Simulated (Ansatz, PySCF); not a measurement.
H3O2, charge +1, singlet, geometry from GFN2-xTB. Base run: PySCF with CCSD(T)/cc-pVDZ.

Here is a job for PySCF.
```python
from pyscf import gto, scf, cc

mol = gto.Mole()
mol.atom = '''
    O     0.623757   -0.284607    0.321453
    O    -0.539542    0.250035   -0.287467
    H     1.366644   -0.205826   -0.316162
    H    -0.838253    0.982836    0.325740
    H    -1.202115   -0.500436   -0.281464
'''
mol.basis = 'cc-pvdz'
mol.charge = 1
mol.spin = 0
mol.verbose = 4
mol.build()

mf = scf.RHF(mol)
mf.kernel()

mycc = cc.CCSD(mf)
mycc.kernel()
et = mycc.ccsd_t()
print('E(CCSD(T)) = %.10f' % (mycc.e_tot + et))
```

The same geometry, method and basis name were run in Ansatz (a quantum-chemistry and plane-wave program) and PySCF, at each program's defaults and at the settings that a row names. The base is PySCF at its defaults. Differences at the defaults can come from grids, fitting, cores and function types together.

```tsv
code and settings	ΔE vs base (µEh)	basis functions	E (Eh)	SCF cycles
PySCF, defaults (exact integrals, spherical functions, all electrons correlated)	0.0	43	-151.47070	11
Ansatz, defaults (factorised integrals, spherical functions, frozen core)	4025	43	-151.46668	-
PySCF, frozen core	4022	43	-151.46668	11
Ansatz, high accuracy, frozen core	4022	43	-151.46668	-
```
